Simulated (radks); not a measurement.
Results of a calculation; reference values are marked as such.
Correlation energies from several functionals, in hartree. Species: Lu3+ [Xe] 4f14; Ga2+ [Ar] 3d10 4s1. Code: a radial shooting solver on a logarithmic mesh with Libxc functionals. Model: non-relativistic Kohn-Sham, PBE, spin-polarised, spherical densities, point nucleus. Every spin shell is full or empty, so the densities are truly spherical. Functionals are evaluated on that one density, not self-consistently.

functional     Lu3+     Ga2+
PW92        -7.1118  -2.6621
VWN5        -7.1417  -2.6750
P86         -4.6448  -1.5902
AM05        -6.6859  -2.4555
OP (B88)    -3.6441  -1.3727
TPSS        -4.1284  -1.4050
SCAN        -4.1788  -1.4127
r2SCAN      -4.1951  -1.4211
